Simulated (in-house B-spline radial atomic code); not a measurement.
TDHF excitations of Se V (Se4+)

Method: TDHF. Computed with an all-electron radial atomic-structure program (B-spline basis): linear response of the closed shell [Ar] 3d10 4s2 with bare exchange (time-dependent Hartree-Fock); scalar-relativistic (spin-free one-electron X2C), finite nucleus, no spin-orbit coupling, no double excitations, S, P, D and F terms only; shells from n = 2 respond. Only terms of natural parity with L up to 3 were computed.

Command:
```bash
python run_td.py task.json out
```
Settings (radii: box in bohr, nucleus in fm):
```
Z                        34
electrons                30
configuration            [Ar] 3d10 4s2
hamiltonian              x2c
method                   hf
box_radius               19.1
rms_radius               4.14
intervals                72
```

Cost of the run: 0.7 s on 1 thread of Intel(R) Xeon(R) 6975P-C (Granite Rapids) (shared host).

The lowest states, in the order of their Tamm-Dancoff energies; the method's threshold (minus the highest occupied level) is 65.81 eV. Labels give the largest channel, * marks a mixed state, and oscillator strengths are full-response dipole values. Energies in eV:

| state | full response | Tamm-Dancoff | oscillator strength |
| --- | --- | --- | --- |
| 4s → 4p 3P | 9.537 | 10.129 | - |
| 4s → 4p 1P | 15.658 | 16.134 | 1.64 |
| 4s → 4d 3D | ? | ? | - |
| 4s → 4d 1D | 32.39 | 32.43 | - |
| 4s → 5s 3S | ? | ? | - |
| 4s → 5s 1S | 35.39 | 35.42 | - |
| 4s → 5p 3P | 39.11 | 39.13 | - |
| 4s → 5p 1P | 39.70 | 39.74 | 0.042 |
| 4s → 4f 3F | 43.96 | 43.96 | - |
| 4s → 4f 1F | 44.40 | 44.40 | - |
| 4s → 5d 3D | 46.08 | 46.09 | - |
| 4s → 5d 1D | 46.52 | 46.53 | - |
| 4s → 6s 3S | 47.44 | 47.44 | - |
| 4s → 6s 1S | 47.81 | 47.82 | - |
| 4s → 6p 3P | 49.67 | 49.67 | - |
| 4s → 6p 1P | 49.88 | 49.89 | 0.0258 |

Where does 4s → 4d 3D lie?

At 30.59 eV in full response, 30.61 eV in Tamm-Dancoff.

Where does 4s → 5s 3S lie?

At 34.19 eV in full response, 34.20 eV in Tamm-Dancoff.

How large is the singlet-triplet splitting of 4s → 4p (P terms) in Tamm-Dancoff?

6.01 eV, from the unrounded values.

What polarisabilities and dispersion coefficient does the method give?

Dipole 5.405 bohr³, quadrupole 8.358 bohr⁵, C6 14.64 hartree·bohr⁶ for two such species.
